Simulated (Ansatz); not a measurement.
The cluster W₄. Charge 0, multiplicity 1. Geometry PBE0-D4/def2-SVP; atoms count from 1.

```xyz
4

W    -0.5542    1.3723    0.1135
W     0.4974   -0.5318   -1.2934
W     1.2111    0.0353    0.8577
W    -1.1543   -0.8758    0.3222
```

In the def2 sets W takes a core potential; there is no spin–orbit coupling. The restricted singlet is unstable towards broken spin symmetry in Hartree–Fock (as tested in another run); at PBE0-D4/def2-TZVP this wasn't settled. No other spin state of charge 0 was run. Another isomer (singlet) lies 0.06 eV lower at PBE-D4/def2-TZVP; other spin states weren't run for this one.

Estimate the Mulliken populations from the PBE0/def2-TZVP orbitals of Ansatz.


| atom | charge (e) | d electrons |
| --- | --- | --- |
| W1 | 0.00 | 4.41 |
| W2 | 0.00 | 4.41 |
| W3 | 0.00 | 4.41 |
| W4 | 0.00 | 4.41 |
Mulliken values and Mayer orders depend strongly on the basis.

And the Mayer bond orders between bonded heavy atoms (over 0.3)?

W1–W2 1.35 (2.59 Å); W1–W3 2.24 (2.34 Å); W1–W4 2.24 (2.34 Å); W2–W3 2.24 (2.34 Å); W2–W4 2.24 (2.34 Å); W3–W4 1.35 (2.59 Å).
